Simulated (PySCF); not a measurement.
# Assignment exercise: C3H9NOSi2

Geometry:
```json
{"atom": "C1", "x (Å)": "2.575", "y (Å)": "-0.730", "z (Å)": "0.460"}
{"atom": "Si2", "x (Å)": "1.684", "y (Å)": "0.906", "z (Å)": "0.130"}
{"atom": "O3", "x (Å)": "0.120", "y (Å)": "0.604", "z (Å)": "-0.234"}
{"atom": "Si4", "x (Å)": "-1.302", "y (Å)": "-0.156", "z (Å)": "-0.319"}
{"atom": "C5", "x (Å)": "-2.652", "y (Å)": "0.894", "z (Å)": "0.493"}
{"atom": "C6", "x (Å)": "-1.158", "y (Å)": "-1.756", "z (Å)": "0.651"}
{"atom": "N7", "x (Å)": "-1.060", "y (Å)": "-2.730", "z (Å)": "1.245"}
{"atom": "H8", "x (Å)": "2.588", "y (Å)": "-1.360", "z (Å)": "-0.426"}
{"atom": "H9", "x (Å)": "2.082", "y (Å)": "-1.294", "z (Å)": "1.248"}
{"atom": "H10", "x (Å)": "3.605", "y (Å)": "-0.568", "z (Å)": "0.763"}
{"atom": "H11", "x (Å)": "1.647", "y (Å)": "1.766", "z (Å)": "1.314"}
{"atom": "H12", "x (Å)": "2.185", "y (Å)": "1.598", "z (Å)": "-1.058"}
{"atom": "H13", "x (Å)": "-1.524", "y (Å)": "-0.506", "z (Å)": "-1.721"}
{"atom": "H14", "x (Å)": "-2.755", "y (Å)": "1.851", "z (Å)": "-0.011"}
{"atom": "H15", "x (Å)": "-2.428", "y (Å)": "1.096", "z (Å)": "1.538"}
{"atom": "H16", "x (Å)": "-3.615", "y (Å)": "0.393", "z (Å)": "0.453"}
```

- structure optimised with GFN2-xTB
- shieldings: GIAO PBE0/pcSseg-1
- code: PySCF
- non-relativistic, single conformer, no solvent model, rapidly exchanging positions averaged

Scale: TMS for ¹³C and ¹H (reference shieldings calculated alike).

(1) Assign these signals to the numbered atoms. ¹³C{¹H} NMR (computed): δ 127.9, 2.0, -0.6.

(2) Assign these signals to the numbered atoms. ¹H NMR (300 MHz, computed): δ 5.30 (m, 1H), 5.25 (m, 1H), 5.12 (q, 1H), 0.55 (m, 3H), 0.51 (d, 3H).

Answers

(1) 
127.9 → C6, nitrile carbon: typical of a nitrile
2.0 → C5, methyl carbon bonded to Si: an electropositive neighbour leaves it electron-rich and shielded
-0.6 → C1, methyl carbon bonded to Si

(2) 
| δ (ppm) | atoms | environment | reason |
| --- | --- | --- | --- |
| 5.30 | H11 | hydrogen on a silicon bonded to C, O | – |
| 5.25 | H12 | hydrogen on a silicon bonded to C, O | – |
| 5.12 | H13 | hydrogen on a silicon bonded to 2 C, O | – |
| 0.55 | H8/H9/H10 | hydrogen on a methyl carbon bonded to Si | an electropositive neighbour shields it, as in TMS itself |
| 0.51 | H14/H15/H16 | hydrogen on a methyl carbon bonded to Si | – |

H11 and H12; H8/H9/H10 and H14/H15/H16 lie closer than the usual error of such a calculation, so a measured spectrum could show them in the other order.

Shifts are as computed. Against solution values, carbons near 30 ppm lie about +3 ppm off and those near 130 ppm about +5 ppm. Of 1211 compounds with measured shifts, 218 miss one by over three times the rms of a fit or turn the order of signals round; such compounds aren't used in these exercises. Multiplicities follow the n + 1 count of equivalent neighbours, as no J values were calculated; m marks all less simple cases, F and P coupling included.
